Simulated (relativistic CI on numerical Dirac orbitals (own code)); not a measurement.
**Mn5+: 3p photoemission**

Computed with this model: Dirac-Coulomb-Breit CI, KLI orbitals optimised for each configuration, model QED (radiative potential, 1s self-energy scaled to tabulated hydrogen-like ionisation energies), valence Slater integrals scaled by 0.8, multiplet model of photoemission in the sudden approximation; configurations [Ar] 3d2 → [Ne] 3s2 3p5 3d2; 300 K; Lorentzian 0.8 eV and Gaussian 0.6 eV FWHM. Energies are those of the free ion, without screening or charge transfer. The energies are binding energies and can lie tens of eV above those of solids. S is read from ⟨S²⟩ = S(S + 1).

Field parameters in Wybourne normalisation: Td as Oh with Dq negative (B⁴₀ = 21Dq, B⁴₄ = √(5/14) B⁴₀). The field is a parameter set, without covalency.

Computed curve for Td, 10Dq = -2600 cm⁻¹, scaled to 100 at the maximum (points under 2 are left out and the grid is thinned):

```json
{"Energy (eV)": "136.5", "Intensity": "2.1"}
{"Energy (eV)": "136.8", "Intensity": "2.4"}
{"Energy (eV)": "137.2", "Intensity": "2.9"}
{"Energy (eV)": "137.5", "Intensity": "3.5"}
{"Energy (eV)": "137.9", "Intensity": "4.6"}
{"Energy (eV)": "138.2", "Intensity": "6.0"}
{"Energy (eV)": "138.6", "Intensity": "9.4"}
{"Energy (eV)": "138.9", "Intensity": "14.7"}
{"Energy (eV)": "139.3", "Intensity": "30.3"}
{"Energy (eV)": "139.6", "Intensity": "46.6"}
{"Energy (eV)": "140.0", "Intensity": "51.1"}
{"Energy (eV)": "140.3", "Intensity": "40.0"}
{"Energy (eV)": "140.7", "Intensity": "30.6"}
{"Energy (eV)": "141.0", "Intensity": "35.7"}
{"Energy (eV)": "141.4", "Intensity": "61.7"}
{"Energy (eV)": "141.7", "Intensity": "87.2"}
{"Energy (eV)": "142.1", "Intensity": "99.8"}
{"Energy (eV)": "142.4", "Intensity": "87.7"}
{"Energy (eV)": "142.8", "Intensity": "66.7"}
{"Energy (eV)": "143.1", "Intensity": "66.3"}
{"Energy (eV)": "143.5", "Intensity": "77.6"}
{"Energy (eV)": "143.8", "Intensity": "73.6"}
{"Energy (eV)": "144.2", "Intensity": "51.7"}
{"Energy (eV)": "144.5", "Intensity": "36.3"}
{"Energy (eV)": "144.9", "Intensity": "27.3"}
{"Energy (eV)": "145.2", "Intensity": "30.3"}
{"Energy (eV)": "145.6", "Intensity": "39.6"}
{"Energy (eV)": "145.9", "Intensity": "39.6"}
{"Energy (eV)": "146.3", "Intensity": "29.0"}
{"Energy (eV)": "146.6", "Intensity": "22.3"}
{"Energy (eV)": "147.0", "Intensity": "17.4"}
{"Energy (eV)": "147.3", "Intensity": "13.5"}
{"Energy (eV)": "147.7", "Intensity": "8.4"}
{"Energy (eV)": "148.0", "Intensity": "6.1"}
{"Energy (eV)": "148.4", "Intensity": "5.0"}
{"Energy (eV)": "148.7", "Intensity": "5.0"}
{"Energy (eV)": "149.1", "Intensity": "5.3"}
{"Energy (eV)": "149.4", "Intensity": "5.7"}
{"Energy (eV)": "149.8", "Intensity": "5.6"}
{"Energy (eV)": "150.1", "Intensity": "4.3"}
{"Energy (eV)": "150.5", "Intensity": "2.7"}
{"Energy (eV)": "150.8", "Intensity": "2.0"}
{"Energy (eV)": "154.9", "Intensity": "2.8"}
{"Energy (eV)": "155.2", "Intensity": "4.4"}
{"Energy (eV)": "155.6", "Intensity": "9.2"}
{"Energy (eV)": "155.9", "Intensity": "13.9"}
{"Energy (eV)": "156.3", "Intensity": "15.7"}
{"Energy (eV)": "156.6", "Intensity": "13.5"}
{"Energy (eV)": "157.0", "Intensity": "8.3"}
{"Energy (eV)": "157.3", "Intensity": "4.9"}
{"Energy (eV)": "157.7", "Intensity": "2.6"}
{"Energy (eV)": "160.8", "Intensity": "2.2"}
{"Energy (eV)": "161.2", "Intensity": "3.8"}
{"Energy (eV)": "161.5", "Intensity": "6.7"}
{"Energy (eV)": "161.9", "Intensity": "13.9"}
{"Energy (eV)": "162.2", "Intensity": "17.6"}
{"Energy (eV)": "162.6", "Intensity": "12.8"}
{"Energy (eV)": "162.9", "Intensity": "7.3"}
{"Energy (eV)": "163.3", "Intensity": "3.4"}
{"Energy (eV)": "163.6", "Intensity": "2.1"}
```

The ground state has S = 1.00, and the centroid lies at 144.72 eV.
